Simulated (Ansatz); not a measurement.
Reaction (ligand exchange at the Si–O bond): `[CH3][AlH][O][SiH2]O` + `N[SiH](O)Cl` → `O[SiH2]N[SiH](O)Cl` + `[CH3][AlH][OH]`

Calculated with Ansatz (gas phase, PBE0-D4/def2-TZVP geometries, no zero-point term in ΔE). CBS: MP2 limit from def2 TZ/QZ plus the TZ coupled-cluster correction, frozen cores. Functionals use def2-TZVPP. B3LYP here is the variant with VWN-RPA as its local correlation; programs differ in this. One conformer a species, not always the lowest.

| level | ΔE (kJ/mol) | difference from CCSD(T)/CBS |
| --- | --- | --- |
| PBE-D4 | 53.8 | -7.6 |
| PBE0-D4 | 57.5 | -3.9 |
| PBE0 | 61.7 | 0.3 |
| B3LYP | 69.7 | 8.3 |
| CCSD/def2-TZVPP | 64.6 | 3.2 |
| CCSD(T)/def2-TZVPP | 61.2 | -0.2 |
| MP2/def2-QZVPP | 61.3 | -0.1 |
| HF/CBS(def2) | 83.6 | 22.2 |
| MP2/CBS(def2) | 60.8 | -0.6 |
| CCSD/CBS(def2) | 64.8 | 3.4 |
| CCSD(T)/CBS | 61.4 | 0 |

Largest T1 diagnostic among the species: 0.012.

The D4 term adds −7.6 kJ/mol with B3LYP and −4.1 kJ/mol with PBE0; it sums over pairs of atoms, weighted by their polarisabilities, and B3LYP, whose exchange is more repulsive, gets the larger term. From PBE to PBE0 (25 % exact exchange), in def2-TZVPP and without D4, ΔE moves by +3.1 kJ/mol.
